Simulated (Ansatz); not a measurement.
Ansatz (a program for electronic structure) input:

Ansatz 0.2 input:
```yaml
crystal:
  periodic: [false, false, false]
  atoms:
    - {symbol: C, position_ang: [2.82173425, -0.00403984, -0.35676528]}
    - {symbol: C, position_ang: [1.29496453, -0.03229472, -0.50883510]}
    - {symbol: C, position_ang: [0.60144329, 0.88422089, 0.47451730]}
    - {symbol: C, position_ang: [-0.62954925, 0.55061363, 0.90514646]}
    - {symbol: C, position_ang: [-1.50154288, -0.63717286, 0.51700118]}
    - {symbol: C, position_ang: [-2.48121067, -0.31646685, -0.62167500]}
    - {symbol: H, position_ang: [3.10658394, -0.35383324, 0.64048544]}
    - {symbol: H, position_ang: [3.32903952, -0.63583375, -1.10035365]}
    - {symbol: H, position_ang: [3.18486921, 1.02315842, -0.44832088]}
    - {symbol: H, position_ang: [1.05594735, 0.31076333, -1.52835414]}
    - {symbol: H, position_ang: [0.98195593, -1.10072964, -0.48062524]}
    - {symbol: H, position_ang: [-1.14542284, 1.21853685, 1.61071422]}
    - {symbol: H, position_ang: [-2.08475489, -0.98075615, 1.38516499]}
    - {symbol: H, position_ang: [-0.88154159, -1.48594694, 0.20875069]}
    - {symbol: H, position_ang: [-3.12732053, 0.52327784, -0.34670616]}
    - {symbol: H, position_ang: [-1.92923204, -0.01925344, -1.51632898]}
    - {symbol: H, position_ang: [-3.12515975, -1.16854484, -0.88076352]}
basis:
  gaussian:
    orbitals: def2-TZVP
hamiltonian:
  xc: b3lyp
  dispersion: d3bj
total_charge: -1
phonons: {temperatures: {t_min: 298.15, t_max: 298.15, t_step: 100}}
```

### Question
Predict the final energy.

### Answer
-235.29889 Eh (B3LYP-D3(BJ)/def2-TZVP). The basis has 252 functions.

It need not be the lowest isomer of its formula. Whether it binds its extra electron was not tested at this geometry.
